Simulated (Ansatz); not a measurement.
Basis sets compared for GeCl2H2 (GeH₂Cl₂). The state is a singlet with charge 0. Geometry r2SCAN-D4/def2-TZVP. Ansatz on 4 threads of Intel Xeon on a shared host; times are rough, and most runs start from earlier orbitals.

```xyz
5

Ge   -0.099    0.028   -0.145
Cl   -0.677   -1.124    1.566
Cl    1.877    0.784    0.192
H    -1.050    1.216   -0.260
H    -0.052   -0.904   -1.352
```

The 6-31G sets use Cartesian d functions. B3LYP takes the VWN-RPA correlation.

Binding counts from free atoms (Ge triplet, Cl doublet, H doublet) in the same basis, without a counterpoise term.

```tsv
level	functions	energy (Eh)	HOMO (eV)	LUMO (eV)	binding per atom (eV)	wall time
HF/STO-3G	38	-2962.1942	-10.57	7.39	2.94	0.15 s
HF/6-31G	59	-2995.1758	-12.50	2.24	1.66	0.3 s
PBE-D4/def2-SVP	78	-2997.4348	-7.43	-1.34	2.73	0.4 s
B3LYP-D4/6-31G	59	-2998.3272	-8.87	-1.33	2.43	0.5 s
PBE0-D4/def2-SVP	78	-2997.5704	-8.87	-0.36	2.71	0.6 s
```

(1) Estimate the rows for HF/def2-TZVP, PBE-D4/def2-TZVP, B3LYP-D4/def2-TZVP, PBE0-D4/def2-TZVP.

## Answers

(1) 
```json
{"level": "HF/def2-TZVP", "functions": "134", "energy (Eh)": "-2995.6456", "HOMO (eV)": "-12.28", "LUMO (eV)": "3.02", "binding per atom (eV)": "2.02", "wall time": "0.65 s"}
{"level": "PBE-D4/def2-TZVP", "functions": "134", "energy (Eh)": "-2998.0220", "HOMO (eV)": "-7.63", "LUMO (eV)": "-1.69", "binding per atom (eV)": "2.74", "wall time": "0.6 s"}
{"level": "B3LYP-D4/def2-TZVP", "functions": "134", "energy (Eh)": "-2998.7977", "HOMO (eV)": "-8.76", "LUMO (eV)": "-1.02", "binding per atom (eV)": "2.69", "wall time": "0.9 s"}
{"level": "PBE0-D4/def2-TZVP", "functions": "134", "energy (Eh)": "-2998.1529", "HOMO (eV)": "-9.02", "LUMO (eV)": "-0.71", "binding per atom (eV)": "2.73", "wall time": "0.95 s"}
```
